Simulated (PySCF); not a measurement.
Ho(64+): ionisation energy

Ho(64+) [He] 2s1 [2s1/2^1, M_J = 1/2] → Ho(65+) 1s2, as a difference of total energies. All numbers are calculated (PySCF 2.14, the two-component X2C-1e Hamiltonian, in an uncontracted even-tempered set (17 s from 48 bohr⁻², ratio 2.4; 13 p from 62 bohr⁻², ratio 2.4; 5 d from 190 bohr⁻², ratio 2.6; 4 f from 290 bohr⁻², ratio 2.6)). Correlated levels: nothing frozen; the 30 highest virtual spinors dropped. "Screened" scales the spin-orbit matrix elements by Boettger's factors to mimic the two-electron term; Breit and QED terms are absent.

| method | ionisation energy (eV) |
| --- | --- |
| GHF (screened spin-orbit) | 15764.2 |
| GMP2 (screened spin-orbit) | 15764.5 |

For this ion Breit and QED terms and the two-electron picture change, all absent here, outweigh the correlation shift from GHF to GMP2.

For comparison: 15745.77 ± 0.11 eV (theoretical estimate listed by NIST; NIST Atomic Spectra Database, ionization energies).
